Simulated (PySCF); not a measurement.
**NaBe: frontier orbitals**

PBE0 at R = 2.911 Å; Na def2-TZVP, Be def2-TZVP; no relativity (PySCF 2.14). State: ²Σ⁺ (doublet), unpaired electrons σ ↑. Only the outer orbitals are listed, counted within each symmetry.

```csv
spin,orbital,occ.,ε (eV),on Na (%),main shells (%)
α,1π,1,-32.04,100,100 Na p
α,1π,1,-32.04,100,100 Na p
α,4σ,1,-32.02,100,100 Na p
α,5σ,1,-6.49,15,"86 Be s, 10 Na s"
α,6σ,1,-3.58,63,"63 Na s, 34 Be p"
α,7σ,0,-1.22,61,"42 Na p, 35 Be p, 19 Na s"
α,2π,0,-1.20,37,"63 Be p, 36 Na p"
α,2π,0,-1.20,37,"63 Be p, 36 Na p"
β,1π,1,-31.99,100,100 Na p
β,1π,1,-31.99,100,100 Na p
β,4σ,1,-31.97,100,100 Na p
β,5σ,1,-6.09,12,84 Be s
β,6σ,0,-1.48,73,"74 Na s, 19 Be p"
β,2π,0,-0.95,25,"75 Be p, 24 Na p"
β,2π,0,-0.95,25,"75 Be p, 24 Na p"
```

Problem. Which are the highest filled and the lowest empty level, where do they sit, and how wide is the gap?

Solution. Highest filled α 6σ at -3.58 eV (in %: 63 Na s, 34 Be p); lowest empty β 6σ at -1.48 eV (in %: 74 Na s, 19 Be p); the gap at PBE0 is 2.10 eV.

| Item | Value |
| --- | --- |
| bond order (Mayer) | 0.64 |
| ⟨S²⟩ | 0.775 |
| charge on Na (Mulliken, basis-dependent) | 0.10 |
| charge on Na (Löwdin, basis-dependent) | 0.04 |
| dipole moment (positive dipole means Na(−)Be(+)) | -2.74 D |
| polarisability along the bond | 315.0 bohr³ |
| polarisability across the bond | 130.1 bohr³ |

The state is the lowest determinant that a PBE0 search found; another state may lie lower at other levels.
